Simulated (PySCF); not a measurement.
**Molecular orbitals of TeCl**

BLYP at R = 2.358 Å; basis Te def2-SVP with ECP28, Cl def2-SVP; scalar-relativistic core potentials; PySCF 2.14. State: ²Π (doublet), unpaired electrons π ↑. Only the outer orbitals are listed, counted within each symmetry, core potentials removing the inner ones.

```csv
spin,orbital,occ.,ε (eV),on Te (%),main shells (%)
α,7σ,1,-20.40,12,"87 Cl s, 9 Te s"
α,8σ,1,-15.38,84,"84 Te s, 10 Cl s"
α,9σ,1,-9.46,37,"61 Cl p, 30 Te p"
α,4π,1,-8.34,23,"77 Cl p, 22 Te p"
α,4π,1,-7.96,16,"84 Cl p, 15 Te p"
α,5π,1,-5.97,78,"78 Te p, 22 Cl p"
α,5π,1,-5.17,85,"85 Te p, 15 Cl p"
α,10σ,0,-3.24,73,"68 Te p, 28 Cl p"
α,11σ,0,4.65,101,"90 Te s, 9 Te d"
α,12σ,0,6.68,93,"79 Te p, 10 Te d"
β,7σ,1,-20.27,11,87 Cl s
β,8σ,1,-14.93,84,"84 Te s, 10 Cl s"
β,9σ,1,-9.31,36,"62 Cl p, 29 Te p"
β,4π,1,-7.98,16,"84 Cl p, 15 Te p"
β,4π,1,-7.89,15,"85 Cl p, 14 Te p"
β,5π,1,-4.96,86,"86 Te p, 14 Cl p"
β,5π,0,-5.06,85,"85 Te p, 14 Cl p"
β,10σ,0,-3.01,74,"69 Te p, 26 Cl p"
β,11σ,0,4.95,100,91 Te s
```

Task: Which are the highest filled and the lowest empty level, where do they sit, and how wide is the gap?

Result: Highest filled β 5π at -4.96 eV (in %: 86 Te p, 14 Cl p); lowest empty β 5π at -5.06 eV (in %: 85 Te p, 14 Cl p); the gap at BLYP is -0.10 eV. Both belong to one degenerate shell, split only by its one-sided filling, so this is no excitation gap.

| Property | Result |
| --- | --- |
| bond order (Mayer) | 1.20 |
| ⟨S²⟩ | 0.751 |
| charge on Te (Mulliken, basis-dependent) | 0.17 |
| charge on Te (Löwdin, basis-dependent) | 0.06 |
| dipole moment (positive dipole means Te(−)Cl(+)) | -1.30 D |

Shares are Mulliken populations and can fall outside 0 to 100 %.

Spin–orbit coupling is left out. Counting both spins, an empty level lies below a filled one in this solution, because spin and occupation are held. The state is the lowest determinant that a PBE0 search found; another state may lie lower at other levels.
